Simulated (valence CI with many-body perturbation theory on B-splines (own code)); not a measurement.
E1 transitions of Kr30+

Computed by relativistic CI+MBPT: four valence electrons over a frozen Dirac-Fock core [He], radial functions for each j: 11 s, 11 p, 9 d, 7 f, 5 g, 2 h, 1 i, with the one-electron correlation potential Σ1, the two-electron term Σ2, the three-electron term Σ3, Breit, model QED; selected CI, second order for the rest (own B-spline code, finite nucleus).

No measured spectrum was set against this ion. As an estimate, large intervals hold to a few tenths of a per cent, small ones and those within an open d or f shell to about a per cent. Among the levels kept, up to 250 cm⁻¹ of a level comes from second order outside the variational space, and about a tenth of that is noise between levels of different J, which matters for small intervals.

Lines 201 to 243 of 243 in falling wavelength, among levels below 18393 × 10³ cm⁻¹, chosen from the strongest by gf and those to the six lowest levels. Wavelengths and rates use the calculated energies. Electric multipoles are in the length gauge, E1 and E2 with the static RPA response of the core. Weak lines are less certain than strong ones. Lines between different terms over intervals too small for the method are left out, as are lines whose strength nearly cancels. The highest levels of a list are the least certain.

Levels are named by their leading jj configuration (3d3/2^4 stands for four electrons in 3d with j = 3/2), which in mixed levels can hold well under half, so a name can repeat and another be missing. Letters in brackets count levels of one name in rising energy.

```
λ vac (nm)                           Upper                   Lower   A (s⁻¹)  log gf  Branch %
    0.5797  (2s 2p1/2 2p3/2 3p3/2) J=1 [a]  (2s^2 2p1/2 2p3/2) J=2  3.85e+11   -2.23       2.2
    0.5796          (2s 2p1/2^2 3p1/2) J=1      (2s^2 2p1/2^2) J=0  3.66e+12   -1.26      50.4
    0.5792  (2s 2p1/2 2p3/2 3p3/2) J=1 [c]      (2s^2 2p3/2^2) J=2  1.19e+12   -1.75      14.5
    0.5785  (2s 2p1/2 2p3/2 3p3/2) J=2 [d]      (2s^2 2p3/2^2) J=2  6.58e+11   -1.78       6.9
    0.5781  (2s 2p1/2 2p3/2 3p3/2) J=2 [a]  (2s^2 2p1/2 2p3/2) J=2  1.48e+12   -1.43       7.9
    0.5775  (2s 2p1/2 2p3/2 3p3/2) J=1 [d]      (2s^2 2p3/2^2) J=2  1.03e+12   -1.81      16.6
    0.5771  (2s 2p1/2 2p3/2 3p1/2) J=2 [b]  (2s^2 2p1/2 2p3/2) J=2  4.58e+12   -0.94      57.7
    0.5770  (2s 2p1/2 2p3/2 3p3/2) J=1 [a]  (2s^2 2p1/2 2p3/2) J=1  1.68e+13   -0.60      96.4
    0.5764          (2s 2p3/2^2 3p1/2) J=2      (2s^2 2p3/2^2) J=2  5.64e+12   -0.85      91.3
    0.5759          (2s 2p3/2^2 3p1/2) J=3      (2s^2 2p3/2^2) J=2  2.03e+13   -0.15      98.6
    0.5754  (2s 2p1/2 2p3/2 3p3/2) J=2 [a]  (2s^2 2p1/2 2p3/2) J=1  1.71e+13   -0.37      90.6
    0.5744  (2s 2p1/2 2p3/2 3p1/2) J=2 [b]  (2s^2 2p1/2 2p3/2) J=1  3.14e+12   -1.11      39.5
    0.5744  (2s 2p1/2 2p3/2 3p3/2) J=2 [b]  (2s^2 2p1/2 2p3/2) J=2  1.81e+13   -0.35      89.1
    0.5742          (2s 2p3/2^2 3p3/2) J=3      (2s^2 2p3/2^2) J=2  6.80e+12   -0.63      84.3
    0.5738  (2s 2p1/2 2p3/2 3p3/2) J=0 [a]  (2s^2 2p1/2 2p3/2) J=1  2.34e+13   -0.94      98.9
    0.5735  (2s 2p1/2 2p3/2 3p3/2) J=1 [b]  (2s^2 2p1/2 2p3/2) J=2  2.16e+13   -0.50      86.4
    0.5732  (2s 2p1/2 2p3/2 3p3/2) J=3 [b]  (2s^2 2p1/2 2p3/2) J=2  1.81e+13   -0.21      94.4
    0.5730          (2s 2p1/2^2 3p3/2) J=1      (2s^2 2p1/2^2) J=0  2.63e+13   -0.41      96.7
    0.5717  (2s 2p1/2 2p3/2 3p3/2) J=2 [b]  (2s^2 2p1/2 2p3/2) J=1  1.19e+12   -1.54       5.9
    0.5714  (2s 2p1/2 2p3/2 3p1/2) J=2 [c]  (2s^2 2p1/2 2p3/2) J=2  5.44e+12   -0.88      63.6
    0.5708  (2s 2p1/2 2p3/2 3p3/2) J=1 [b]  (2s^2 2p1/2 2p3/2) J=1  5.10e+11   -2.13       2.0
    0.5703  (2s 2p1/2 2p3/2 3p1/2) J=1 [b]  (2s^2 2p1/2 2p3/2) J=2  1.06e+13   -0.81      58.2
    0.5697  (2s 2p1/2 2p3/2 3p1/2) J=1 [a]      (2s^2 2p1/2^2) J=0  6.98e+11   -1.99       9.9
    0.5688  (2s 2p1/2 2p3/2 3p1/2) J=2 [c]  (2s^2 2p1/2 2p3/2) J=1  1.09e+12   -1.58      12.8
    0.5676  (2s 2p1/2 2p3/2 3p1/2) J=1 [b]  (2s^2 2p1/2 2p3/2) J=1  5.06e+12   -1.13      27.8
    0.5674          (2s^2 2p3/2 3d5/2) J=1      (2s^2 2p1/2^2) J=0  7.39e+11   -1.97       0.9
    0.5666      (2s 2p1/2 2p3/2 3p1/2) J=0  (2s^2 2p1/2 2p3/2) J=1  1.40e+13   -1.17      98.2
    0.5663  (2s 2p1/2 2p3/2 3p3/2) J=3 [c]  (2s^2 2p1/2 2p3/2) J=2  8.06e+12   -0.57      92.0
    0.5661  (2s 2p1/2 2p3/2 3p1/2) J=1 [c]  (2s^2 2p1/2 2p3/2) J=2  2.98e+12   -1.37      42.2
    0.5658  (2s 2p1/2 2p3/2 3p3/2) J=2 [c]  (2s^2 2p1/2 2p3/2) J=2  7.41e+12   -0.75      68.1
    0.5643  (2s 2p1/2 2p3/2 3p3/2) J=1 [c]  (2s^2 2p1/2 2p3/2) J=2  3.62e+11   -2.29       4.4
    0.5636  (2s 2p1/2 2p3/2 3p3/2) J=2 [d]  (2s^2 2p1/2 2p3/2) J=2  2.33e+12   -1.26      24.6
    0.5635  (2s 2p1/2 2p3/2 3p1/2) J=1 [c]  (2s^2 2p1/2 2p3/2) J=1  3.16e+12   -1.34      44.8
    0.5632  (2s 2p1/2 2p3/2 3p3/2) J=2 [c]  (2s^2 2p1/2 2p3/2) J=1  1.40e+12   -1.48      12.9
    0.5617  (2s 2p1/2 2p3/2 3p3/2) J=1 [c]  (2s^2 2p1/2 2p3/2) J=1  5.76e+12   -1.09      70.2
    0.5616          (2s 2p3/2^2 3p1/2) J=2  (2s^2 2p1/2 2p3/2) J=2  4.52e+11   -1.97       7.3
    0.5611          (2s 2p3/2^2 3p1/2) J=3  (2s^2 2p1/2 2p3/2) J=2  1.92e+11   -2.20       0.9
    0.5610  (2s 2p1/2 2p3/2 3p3/2) J=2 [d]  (2s^2 2p1/2 2p3/2) J=1  6.35e+12   -0.82      66.8
    0.5601  (2s 2p1/2 2p3/2 3p3/2) J=1 [d]  (2s^2 2p1/2 2p3/2) J=1  1.70e+12   -1.62      27.4
    0.5595          (2s 2p3/2^2 3p3/2) J=3  (2s^2 2p1/2 2p3/2) J=2  1.15e+12   -1.42      14.2
    0.5582  (2s 2p1/2 2p3/2 3p3/2) J=1 [b]      (2s^2 2p1/2^2) J=0  9.98e+11   -1.85       4.0
    0.5551  (2s 2p1/2 2p3/2 3p1/2) J=1 [b]      (2s^2 2p1/2^2) J=0  7.06e+11   -2.01       3.9
    0.5479  (2s 2p1/2 2p3/2 3p3/2) J=1 [d]      (2s^2 2p1/2^2) J=0  2.18e+12   -1.53      35.1
```

Task: How does gf follow from A for the line at 0.5666 nm?

Result: gf = 1.4992 × (2J+1)_upper × A / σ², with σ = 17649254 cm⁻¹ and 2J+1 = 1: gf = 0.0673.
